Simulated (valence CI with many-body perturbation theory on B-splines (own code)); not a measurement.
**Isoelectronic trend, 34 electrons, Cs21+ to Tm35+**

Method: valence CI with perturbative core correlation (CI+MBPT): six valence electrons over a frozen Dirac-Fock core [Ar] 3d10, radial functions for each j: 9 s, 9 p, 8 d, 6 f, 3 g, 1 h, with the one-electron correlation potential Σ1, the two-electron term Σ2, the three-electron term Σ3, Breit, model QED; selected CI, second order for the rest, scaled by the run's own slope (own B-spline code, finite nucleus). Basis and details of the method differ along the sequence, and some ions are missing.

Excitation energies in eV above the lowest level of each ion. Labels name the leading LS component, so a column can jump where levels mix; a blank means that no level of the computed list carries the label, and where several do, the lowest of them is shown. The ionisation energies from NIST are mostly theoretical or semi-empirical. By estimate, excited configurations hold to about 0.1 % in light ions and 0.5 % in heavy ones, terms of the ground configuration to 0.5 to 2 %, and small fine-structure intervals to 10 cm⁻¹ or more; near the neutral end and where shells cross, configurations can be misplaced by 0.1 to 0.6 eV.

| Ion | Lowest level | IE (eV) | IE, NIST (eV) | 4s2 4p4 1S_0 | 4s2 4p4 3P_1 | 4s 4p5 3P°_1 | 4s2 4p3 4d 3F°_2 | 4s2 4p3 4d 3P°_0 | 4s2 4p3 4d 5D°_1 | 4s2 4p3 4d 3G°_3 |
| --- | --- | --- | --- | --- | --- | --- | --- | --- | --- | --- |
| Cs21+ | 4s2 4p4 3P_2 | 667.27 | 666 ± 4 | 5.068 | 16.68 | 75.66 | 86.79 |  | 89.37 | 97.40 |
| Ba22+ | 4s2 4p4 3P_2 | 718.37 | 717 ± 4 | 5.276 | 18.63 | 79.94 | 90.29 |  | 93.31 | 101.7 |
| La23+ | 4s2 4p4 3P_2 | 771.23 | 770 ± 4 | 5.481 | 20.74 | 84.34 | 93.80 |  | 97.28 | 106.1 |
| Ce24+ | 4s2 4p4 3P_2 | 825.87 | 824 ± 4 | 5.685 | 23.02 | 88.84 | 97.31 |  | 101.3 | 110.5 |
| Pr25+ | 4s2 4p4 3P_2 | 882.27 | 880 ± 4 | 5.887 | 25.48 | 93.43 | 100.8 | 102.0 | 105.4 | 114.9 |
| Nd26+ | 4s2 4p4 3P_2 | 940.44 | 939 ± 4 | 6.088 | 28.13 | 98.07 | 104.4 | 105.6 | 109.7 | 119.4 |
| Pm27+ | 4s2 4p4 3P_2 | 1000.4 | 998 ± 4 | 6.288 | 30.98 | 102.7 | 107.9 | 109.2 | 114.1 | 123.9 |
| Sm28+ | 4s2 4p4 3P_2 | 1062.1 | 1060 ± 4 | 6.486 | 34.04 | 107.4 | 111.5 | 112.8 | 118.8 |  |
| Eu29+ | 4s2 4p4 3P_2 | 1125.6 | 1124 ± 4 | 6.683 | 37.33 | 111.9 | 115.1 | 116.4 | 123.8 |  |
| Gd30+ | 4s2 4p4 3P_2 | 1190.9 | 1189 ± 4 | 6.879 | 40.85 | 129.1 | 118.8 | 120.0 | 154.4 |  |
| Tm35+ | 4s2 4p4 3P_2 | 1544 | 1542 ± 5 | 7.848 | 62.44 |  | 135.2 | 138.1 |  |  |

Does the computed ground configuration or its J change in this range?

No, it stays 4s2 4p4 with J = 2; its leading component is 74 % 3P at the start and 70 % 3P at the end, where the leading jj configuration holds 99 %.

Shares of the ionisation energy in eV, for some of the ions:

```
  Ion    Σ1     Σ2      Σ3   Breit       QED
Cs21+  1.23  0.151  -0.314  -0.335  -0.00474
La23+  1.27  0.176  -0.337  -0.403  -0.00987
Pr25+  1.30  0.203  -0.358  -0.481   -0.0165
Pm27+  1.34  0.227  -0.378  -0.570   -0.0200
Eu29+  1.37  0.255  -0.398  -0.670   -0.0295
Tm35+  1.45  0.329  -0.451   -1.02   -0.0639
```
